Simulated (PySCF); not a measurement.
CH₆Si₃, SMILES `[SiH2]=C=[SiH][SiH3]`, neutral singlet in the gas phase. 

Cartesian coordinates (Å):
```xyz
10

Si     2.6939     0.1745     0.4955
C      1.2627    -0.1952    -0.2952
Si    -0.2292    -0.5229    -0.9962
Si    -2.2249     0.1665    -0.0146
H      3.3331    -0.7179     1.4898
H      3.4645     1.4162     0.2547
H     -0.3357    -1.2627    -2.2823
H     -3.1039    -1.0066     0.2415
H     -1.9110     0.8511     1.2634
H     -2.9494     1.0970    -0.9220
```
Charge 0, multiplicity 1.

All levels are single points at this geometry (PBE0-D3(BJ)/def2-TZVP); Pople sets use spherical d functions. Orbital energies aren't observables, and empty levels follow the basis.

PBE0-D3(BJ)/def2-TZVP in PySCF gives gap (eV) = 4.71.

**Question.** Estimate the gap (eV) from each of these levels: PBE-D3(BJ)/def2-TZVP in PySCF; B3LYP/3-21G in PySCF; B3LYP/6-31G* in PySCF; BP86/6-31G* in PySCF; M06-2X/6-31G* in PySCF; HF/3-21G in PySCF; HF/6-31G* in PySCF; HF/STO-3G in PySCF.

**Answer.** 
```csv
level,gap (eV)
PBE-D3(BJ)/def2-TZVP in PySCF,3.03
B3LYP/3-21G in PySCF,4.74
B3LYP/6-31G* in PySCF,4.53
BP86/6-31G* in PySCF,3.18
M06-2X/6-31G* in PySCF,6.59
HF/3-21G in PySCF,10.05
HF/6-31G* in PySCF,9.97
HF/STO-3G in PySCF,12.42
```
